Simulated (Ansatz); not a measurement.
Stepwise reaction of `CC(C)[Si](Cl)(Cl)C(C)C` with hydrogen chloride, as a gas-phase model of exchange steps in deposition or etching. ΔE in kJ/mol.

Gas-phase electronic energies from Ansatz, PBE0-D4/def2-TZVP geometries. CCSD(T)/CBS adds triple-zeta CCSD(T) − MP2 to the extrapolated MP2 energy (def2 sets, frozen cores). This one scheme is used for every species. Functionals use def2-TZVPP. B3LYP here is the variant with VWN-RPA as its local correlation; programs differ in this. Each species was taken in one conformer, which may not be the lowest.

```csv
step,reaction,PBE-D4,B3LYP-D4,ωB97M-V,CCSD(T)/CBS
1,`CC(C)[Si](Cl)(Cl)C(C)C` + HCl → `CC(C)[Si](Cl)(Cl)Cl` + `CCC`,-98.8,-101.2,-100.2,-98.5
2,`CC(C)[Si](Cl)(Cl)Cl` + HCl → `Cl[Si](Cl)(Cl)Cl` + `CCC`,-76.0,-78.4,-77.3,-76.1
```

Task: By hand: ΔE of the 2 steps together at CCSD(T)/CBS.

Result: (-98.5) + (-76.1) = -174.6 kJ/mol, or -87.3 kJ/mol a step.

In ΔE each step is higher than the one before. All are downhill at CCSD(T)/CBS. PBE-D4 differs from CCSD(T)/CBS by -0.3 to 0.1 kJ/mol a step. Isolated molecules leave out the surface, adducts and barriers. Largest T1 diagnostic: 0.009.
